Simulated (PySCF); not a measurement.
C2H6ClSi, doublet, at a GFN2-xTB geometry; R2SCAN/STO-3G in PySCF.

Input for PySCF:
```python
from pyscf import gto, scf, dft

mol = gto.Mole()
mol.atom = '''
    C    -1.38873817   -1.41322925   -0.13122108
    Si    0.04651554   -0.32578017    0.49191798
    C     1.73625714   -0.95559072   -0.12364112
    Cl   -0.23141020    1.58388399   -0.22303002
    H    -2.34927777   -1.03893139    0.20945216
    H    -1.28773223   -2.43706126    0.21396114
    H    -1.40636108   -1.42636843   -1.22018304
    H     1.76207914   -0.96236763   -1.21249770
    H     2.54750805   -0.32182380    0.22132976
    H     1.93142591   -1.96563310    0.22176951
'''
mol.basis = 'sto-3g'
mol.spin = 1
mol.verbose = 4
mol.symmetry = True
mol.build()

mf = dft.UKS(mol)
mf.xc = 'r2scan'
mf.irrep_nelec = {"A'": (16, 16), 'A"': (9, 8)}
mf.kernel()
mf.analyze()
```

What the program printed (banner, timings and long lists left out):

```
PySCF version 2.14.0

[INPUT] verbose = 4
[INPUT] num. atoms = 10
[INPUT] num. electrons = 49
[INPUT] charge = 0
[INPUT] spin (= nelec alpha-beta = 2S) = 1
[INPUT] symmetry True subgroup None
[INPUT] Mole.unit = angstrom
[INPUT] Symbol           X                Y                Z      unit          X                Y                Z       unit  Magmom
[...]
nuclear repulsion = 205.962834416197
point group symmetry = Cs
symmetry origin: [2.71891353e-17 7.71316734e-10 3.85658367e-10]
symmetry axis x: [ 0.14437641 -0.98703832  0.0700771 ]
symmetry axis y: [-0.01252295  0.06899083  0.99753869]
symmetry axis z: [0.9894436  0.14489863 0.00239999]
num. orbitals of irrep A' = 22
num. orbitals of irrep A" = 12
number of shells = 22
number of NR pGTOs = 102
number of NR cGTOs = 34
basis = sto-3g
ecp = {}

******** <class 'pyscf.dft.uks_symm.SymAdaptedUKS'> ********
method = SymAdaptedUKS
initial guess = minao
damping factor = 0
level_shift factor = 0
DIIS = <class 'pyscf.scf.diis.CDIIS'>
diis_start_cycle = 1
diis_space = 8
diis_damp = 0
SCF conv_tol = 1e-09
SCF conv_tol_grad = None
SCF max_cycles = 50
direct_scf = True
direct_scf_tol = 1e-13
number electrons alpha = 25  beta = 24
irrep_nelec {"A'": (16, 16), 'A"': (9, 8)}
XC library pyscf.dft.libxc version 7.1.2
    S. Lehtola, C. Steigemann, M. J. T. Oliveira, and M. A. L. Marques,  SoftwareX 7, 1–5 (2018)
XC functionals = r2scan
    J. W. Furness, A. D. Kaplan, J. Ning, J. P. Perdew, and J. Sun,  J. Phys. Chem. Lett. 11, 8208–8215 (2020)
    J. W. Furness, A. D. Kaplan, J. Ning, J. P. Perdew, and J. Sun,  J. Phys. Chem. Lett. 11, 9248–9248 (2020)
    J. W. Furness, A. D. Kaplan, J. Ning, J. P. Perdew, and J. Sun,  J. Phys. Chem. Lett. 11, 8208–8215 (2020)
    J. W. Furness, A. D. Kaplan, J. Ning, J. P. Perdew, and J. Sun,  J. Phys. Chem. Lett. 11, 9248–9248 (2020)
radial grids:
    Treutler-Ahlrichs [JCP 102, 346 (1995); DOI:10.1063/1.469408] (M4) radial grids

becke partition: Becke, JCP 88, 2547 (1988); DOI:10.1063/1.454033
pruning grids: <function nwchem_prune>
grids dens level: 3
symmetrized grids: True
atomic radii adjust function: <function treutler_atomic_radii_adjust>
small_rho_cutoff = 0
Freeze 49 electrons in irreps ["A'", 'A"']
    0 free electrons in irreps
Set gradient conv threshold to 3.16228e-05
tot grids = 125144
init E= -819.740215303857

cycle= 1 E= -819.705320621104  delta_E= 0.0349  |g|= 0.301  |ddm|= 3.33

cycle= 2 E= -819.630188763487  delta_E= 0.0751  |g|= 0.409  |ddm|= 1.42

cycle= 3 E= -819.779153948356  delta_E= -0.149  |g|= 0.0739  |ddm|= 0.928

cycle= 4 E= -819.784706053877  delta_E= -0.00555  |g|= 0.0138  |ddm|= 0.201

cycle= 5 E= -819.784889798512  delta_E= -0.000184  |g|= 0.00201  |ddm|= 0.0298

cycle= 6 E= -819.784895174038  delta_E= -5.38e-06  |g|= 0.000522  |ddm|= 0.00585

cycle= 7 E= -819.784895643876  delta_E= -4.7e-07  |g|= 0.000182  |ddm|= 0.0025

cycle= 8 E= -819.784895706852  delta_E= -6.3e-08  |g|= 3.69e-05  |ddm|= 0.000778

cycle= 9 E= -819.784895709076  delta_E= -2.22e-09  |g|= 6.89e-06  |ddm|= 0.000164

cycle= 10 E= -819.784895709148  delta_E= -7.21e-11  |g|= 1.02e-06  |ddm|= 2.74e-05

Extra cycle  E= -819.78489570915  delta_E= -1.82e-12  |g|= 6.04e-07  |ddm|= 4.14e-06
converged SCF energy = -819.78489570915  <S^2> = 0.75611251  2S+1 = 2.0061032
**** SCF Summaries ****
Total Energy =                        -819.784895709150078
Nuclear Repulsion Energy =             205.962834416196927
One-electron Energy =                -1544.279166304268074
Two-electron Energy =                  518.531436178921012
Two-electron Coulomb Energy =          580.839468250636060
DFT Exchange-Correlation Energy =      -62.308032071715104
Wave-function symmetry = A"
alpha occupancy for each irrep:     A'   A"
                                    16    9
beta  occupancy for each irrep:     A'   A"
                                    16    8
**** MO energy ****
alpha MO #1 (A' #1), energy= -100.052469263654 occ= 1
[...]
alpha MO #13 (A' #10), energy= -0.71380141619103 occ= 1
alpha MO #14 (A' #11), energy= -0.619750084265859 occ= 1
alpha MO #15 (A" #4), energy= -0.603044999562891 occ= 1
alpha MO #16 (A' #12), energy= -0.396844599639133 occ= 1
alpha MO #17 (A' #13), energy= -0.333189261492806 occ= 1
alpha MO #18 (A' #14), energy= -0.329732745469794 occ= 1
alpha MO #19 (A" #5), energy= -0.316637328133758 occ= 1
alpha MO #20 (A" #6), energy= -0.31578258059237 occ= 1
alpha MO #21 (A' #15), energy= -0.263502446157354 occ= 1
alpha MO #22 (A" #7), energy= -0.249622725591821 occ= 1
alpha MO #23 (A' #16), energy= -0.22916167958313 occ= 1
alpha MO #24 (A" #8), energy= -0.191465689290446 occ= 1
alpha MO #25 (A" #9), energy= 0.278203018932748 occ= 1
alpha MO #26 (A' #17), energy= -0.0784486328533158 occ= 0
alpha MO #27 (A' #18), energy= 0.170400948131859 occ= 0
alpha MO #28 (A' #19), energy= 0.272010957771527 occ= 0
alpha MO #29 (A" #10), energy= 0.451764190730453 occ= 0
alpha MO #30 (A' #20), energy= 0.458648980121923 occ= 0
alpha MO #31 (A" #11), energy= 0.467950352486944 occ= 0
alpha MO #32 (A' #21), energy= 0.469717441178238 occ= 0
alpha MO #33 (A' #22), energy= 0.483942442478237 occ= 0
alpha MO #34 (A" #12), energy= 0.492991661717185 occ= 0
beta  MO #1 (A' #1), energy= -100.05266587376 occ= 1
beta  MO #2 (A' #2), energy= -65.0369981762553 occ= 1
beta  MO #3 (A' #3), energy= -9.77583644590386 occ= 1
beta  MO #4 (A" #1), energy= -9.77576469539852 occ= 1
beta  MO #5 (A' #4), energy= -9.11959016567713 occ= 1
beta  MO #6 (A' #5), energy= -6.88236124098565 occ= 1
beta  MO #7 (A' #6), energy= -6.8715662784929 occ= 1
beta  MO #8 (A" #2), energy= -6.86773327412284 occ= 1
beta  MO #9 (A' #7), energy= -5.00727219786372 occ= 1
beta  MO #10 (A' #8), energy= -3.30377068246485 occ= 1
beta  MO #11 (A' #9), energy= -3.30043499039067 occ= 1
beta  MO #12 (A" #3), energy= -3.27500680942984 occ= 1
beta  MO #13 (A' #10), energy= -0.712555985734537 occ= 1
beta  MO #14 (A' #11), energy= -0.611708263146691 occ= 1
beta  MO #15 (A" #4), energy= -0.594643571529505 occ= 1
beta  MO #16 (A' #12), energy= -0.378402344847615 occ= 1
beta  MO #17 (A' #13), energy= -0.327625219207802 occ= 1
beta  MO #18 (A' #14), energy= -0.323098675156389 occ= 1
beta  MO #19 (A" #5), energy= -0.311422638134857 occ= 1
beta  MO #20 (A" #6), energy= -0.309587966947481 occ= 1
beta  MO #21 (A' #15), energy= -0.260666120460307 occ= 1
beta  MO #22 (A" #7), energy= -0.231786479544366 occ= 1
beta  MO #23 (A' #16), energy= -0.228604773594405 occ= 1
beta  MO #24 (A" #8), energy= -0.176594348955702 occ= 1
beta  MO #25 (A' #17), energy= -0.0483477689715546 occ= 0
beta  MO #26 (A' #18), energy= 0.196964619448328 occ= 0
beta  MO #27 (A' #19), energy= 0.303774374982028 occ= 0
beta  MO #28 (A" #9), energy= 0.362585166171873 occ= 0
beta  MO #29 (A" #10), energy= 0.459658363713812 occ= 0
beta  MO #30 (A' #20), energy= 0.471426876520267 occ= 0
beta  MO #31 (A' #21), energy= 0.482089873542309 occ= 0
beta  MO #32 (A" #11), energy= 0.483332529938651 occ= 0
beta  MO #33 (A' #22), energy= 0.488889063937278 occ= 0
beta  MO #34 (A" #12), energy= 0.497178624399548 occ= 0
 ** Mulliken pop alpha/beta on meta-lowdin orthogonal AOs **
 ** Mulliken pop       alpha | beta **
[...]
In total            25.00000 | 24.00000
 ** Mulliken atomic charges   ( Nelec_alpha | Nelec_beta ) **
charge of  0C =     -0.30320  (     3.24993      3.05327 )
charge of  1Si =      0.59594  (     7.02520      6.37886 )
charge of  2C =     -0.30320  (     3.24993      3.05327 )
charge of  3Cl =     -0.22247  (     8.59183      8.63064 )
charge of  4H =      0.03290  (     0.48461      0.48248 )
charge of  5H =      0.03333  (     0.48269      0.48398 )
charge of  6H =      0.05024  (     0.47425      0.47552 )
charge of  7H =      0.05024  (     0.47425      0.47552 )
charge of  8H =      0.03290  (     0.48461      0.48248 )
charge of  9H =      0.03333  (     0.48269      0.48398 )
Dipole moment(X, Y, Z, Debye):  0.22253, -1.54999,  1.83640
```
